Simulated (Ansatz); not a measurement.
A run for Ansatz (a first-principles code): R-RI-MP2/aug-cc-pVQZ on H2O (SMILES O). The basis file is the Basis Set Exchange's JSON of that set.

Ansatz 0.2 input:
```yaml
crystal:
  periodic: [false, false, false]
  atoms:
    - {symbol: O, position_ang: [-0.00000000, 0.00000000, 0.38961139]}
    - {symbol: H, position_ang: [0.00000000, 0.76498632, -0.19485569]}
    - {symbol: H, position_ang: [0.00000000, -0.76498632, -0.19485569]}
basis:
  gaussian:
    orbitals: aug-cc-pVQZ
    fitting: {mean_field: def2-universal-JKFIT, correlation: aug-cc-pVQZ-RIFIT.json}
magnetization: {spin_polarized: false}
correlation: {method: mp2, electrons: outside_noble_gas}
scf: {lower_state_search: off}
```

Task: Give the final energy of this run.

Result: -76.3518 hartree.
